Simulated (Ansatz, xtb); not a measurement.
Isomers of C7H5NO in order of energy

5 gas-phase structures of C7H5NO, from a drawn sample of its isomers (lower ones may exist). Each was relaxed with GFN2-xTB; where two conformers were screened, the lower at r2SCAN-D4/def2-SVP is listed:

A. `C#Cc1ncc(C=C)o1`, a singlet
B. `C#Cc1coc(C=C)n1`, a singlet
C. `C#Cc1ncoc1C=C`, a singlet
D. `C#Cc1nc(C=C)co1`, a singlet
E. `C#Cc1ocnc1C=C`, a singlet

Problem. Estimate their order in r2SCAN-D4/def2-SVP energy at these geometries, lowest first.

Solution. Calculated order at r2SCAN-D4/def2-SVP: E (0.0), C (0.1), B (4.2), A (6.1), D (14.2) kJ/mol. Less than 1 kcal/mol parts E and C; C and B; B and A, so the order within those pairs means little.

Energies above the lowest of each column, in kJ/mol; the last columns are at B3LYP/def2-SVP geometries:

```tsv
structure	GFN2-xTB	HF/STO-3G	r2SCAN-D4/def2-SVP	B3LYP/def2-SVP	CCSD(T)/def2-SVP + ΔMP2/def2-TZVPP
E	1.3	3.6	0.0	0.8	1.5
C	0.0	0.0	0.1	0.0	0.0
B	2.4	0.0	4.2	2.7	2.9
A	2.3	3.7	6.1	5.7	9.0
D	8.7	9.1	14.2	13.2	13.5
```

Every level run on C puts it lowest or level with the lowest. CCSD(T)/def2-SVP + ΔMP2/def2-TZVPP orders those it was run on as C (0.0), E (1.5), B (2.9), A (9.0), D (13.5) kJ/mol. Less than 1 kcal/mol parts C and E; E and B, so the order within those pairs means little. Flexible structures stand in one conformer each, not always the lowest. ΔMP2 is the change of the MP2 energy from the smaller to the larger basis.

Over these structures GFN2-xTB departs from r2SCAN-D4/def2-SVP by 2.1 kJ/mol on average once a common shift is removed. A GFN2-xTB relaxation took about 0.096 s and the r2SCAN-D4/def2-SVP energy about 4.5 s on a shared host (Ansatz 0.2.0, xtb 6.7.1).
